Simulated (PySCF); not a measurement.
# MS for M along group 3

r²SCAN with triple-zeta basis sets in PySCF, for the lowest determinant that a PBE0 search found; no spin–orbit coupling. De refers to high-spin ground-configuration atoms. A positive dipole means M(−)S(+).

```tsv
M	basis	state (unpaired electrons)	Re (Å)	ωe (cm⁻¹)	De (eV)	μ (D)
Sc	def2-TZVPP	doublet (σ ↑)	2.130	577	n/a	-5.19
Y	x2c-TZVPPall	doublet (σ ↑)	2.272	497	n/a	-6.10
La	def2-TZVPP	doublet (σ ↑)	2.404	452	n/a	-6.01
```

The shortest bond is that of ScS (2.130 Å), the longest that of LaS (2.404 Å).

The rows differ in basis set, which adds steps of its own.

Relativity is treated differently too: Sc no relativity; Y spin-free X2C; La scalar-relativistic core potentials.

De is n/a where a free atom or ion gave no sound limit at this level.

Down a group bonds as a rule get longer and wavenumbers fall, partly through the reduced mass; this series shows no clear exception.

Spin–orbit coupling is left out, which matters for elements this heavy, above all for dissociation energies. With d or f electrons several states lie close, and the lowest PBE0 determinant need not be the measured ground state.
